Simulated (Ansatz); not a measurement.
The first iterations of a band of C2H3AlCl2 (8 atoms, charge 0, multiplicity 1).

The calculation used RKS PBE-D4/def2-SVP in Ansatz.

| Quantity | Value |
| --- | --- |
| movable images | 5 |
| climbing image | yes |
| spring | 5.0 eV/Å² |
| optimiser | quadratic models (default) |
| start path | through a guess of the saddle point |
| force threshold | 0.03 eV/Å |
| iteration limit | 60 |
| end points | relaxed |

Initial state:

```xyz
8
Properties=species:S:1:pos:R:3
C 0.677 -0.068 1.299
C -0.055 -0.665 0.330
Al -0.547 0.291 -1.277
Cl -1.683 -0.584 -2.823
Cl 0.070 2.297 -1.514
H 0.971 -0.593 2.227
H 1.018 0.980 1.212
H -0.360 -1.716 0.489
```

Final state:

```xyz
8
Properties=species:S:1:pos:R:3
C 0.678 -0.068 1.299
C -0.057 -0.663 0.332
Al -0.547 0.292 -1.277
Cl -1.676 -0.588 -2.825
Cl 0.066 2.299 -1.513
H 1.025 0.978 1.212
H 0.972 -0.594 2.226
H -0.369 -1.713 0.489
```

| iteration | highest image above the first end (eV) | largest band force component (eV/Å) |
| --- | --- | --- |
| 1 | 27.051 | 82.634 |
| 2 | 22.387 | 70.160 |
| 3 | 8.992 | 19.546 |
| 4 | 5.837 | 9.639 |
| 5 | 4.077 | 4.817 |
| 6 | 3.147 | 4.048 |
| 7 | 2.271 | 2.524 |
| 8 | 1.770 | 2.151 |
| 9 | 1.558 | 2.353 |
| 10 | 1.710 | 1.718 |
| 11 | 1.906 | 1.157 |
| 12 | 2.098 | 1.228 |
| 13 | 2.560 | 1.013 |
| 14 | 2.799 | 0.840 |
| 15 | 2.532 | 0.987 |
| 16 | 2.529 | 0.725 |
| 17 | 2.592 | 0.535 |
| 18 | 2.671 | 0.622 |
| 19 | 2.694 | 0.892 |
| 20 | 2.762 | 1.012 |

Task: Does the band converge within its limit, and where does its top end?

Result: The run ended unconverged. It ended after 60 iterations with the highest image 2.942 eV above the first end. The band didn't meet its force threshold, so its energies are provisional: the largest band force was still 0.16 eV/Å, and over the last iterations the top stayed at 2.95 eV. Neighbouring images lie up to 1.7 Å apart, so the band is torn or far too coarse.

Time of the run: 6.5 min on 2 threads of Arm Neoverse V2, with other jobs on the host, peak memory 0.18 GiB.
